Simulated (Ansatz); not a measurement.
`C#[C][Ti]([OH])([F])[Cl]` + H–F → `C#[C][Ti]([OH])([F])[F]` + HCl at 298.15 K and 1 bar (ligand exchange at a Ti–Cl bond).

Program: Ansatz. Geometries: PBE0-D4/def2-TZVP. ΔE: electronic, gas phase. CBS: MP2 limit from def2 TZ/QZ plus the TZ coupled-cluster correction, frozen cores. This one scheme is used for every species. For Ti outer-core shells are correlated without core-valence functions, which leaves a few kJ/mol of doubt a bond. Scalar relativity is left out up to krypton. Each species was taken in one conformer, which may not be the lowest.

```
                   species  CCSD(T)/CBS energy (Eh)  H − E (kJ/mol)  S (J/(mol·K))
`C#[C][Ti]([OH])([F])[Cl]`              -1561.10164           117.1          392.2
                       H–F               -100.39570            33.5          173.6
 `C#[C][Ti]([OH])([F])[F]`              -1201.12065           118.7          377.2
                       HCl               -460.38127            26.6          186.8
```

H − E and S are ideal-gas, rigid-rotor, harmonic terms from PBE0-D4/def2-TZVP, for one conformer and one mirror image of each species. 1 Eh = 2625.50 kJ/mol, R = 8.31446 J/(mol·K).

Problem. By hand: ΔE, ΔH, ΔS and ΔG.

Solution. ΔE = (-1201.12065) + (-460.38127) − (-1561.10164) − (-100.39570) = -0.00458 Eh = -12.0 kJ/mol. Δ(H − E) = 118.7 + 26.6 − 117.1 − 33.5 = -5.3, so ΔH = -17.3 kJ/mol. ΔS = 377.2 + 186.8 − 392.2 − 173.6 = -1.8 J/(mol·K). ΔG = -17.3 − 298.15 × (-1.8)/1000 = -16.8 kJ/mol.

Problem. By hand: the equilibrium constant, and the temperature at which ΔG would vanish if ΔH and ΔS stayed fixed.

Solution. log₁₀ K = −ΔG/(RT ln 10) = 2.9. ΔG = 0 at ΔH/ΔS = 9611 K, far beyond where these terms or the molecules hold.

The number of gas molecules stays the same, so ΔS is small and ΔH decides. A doubt of 5 kJ/mol in ΔE shifts log₁₀ K by 0.9 here. Other conformers and mirror images would add mixing entropy, several J/(mol·K) or more a flexible species. These are equilibria of isolated gas molecules and say nothing of rates. Largest T1 diagnostic: 0.024 (customary marks: 0.02 for closed shells, 0.045 for open ones).
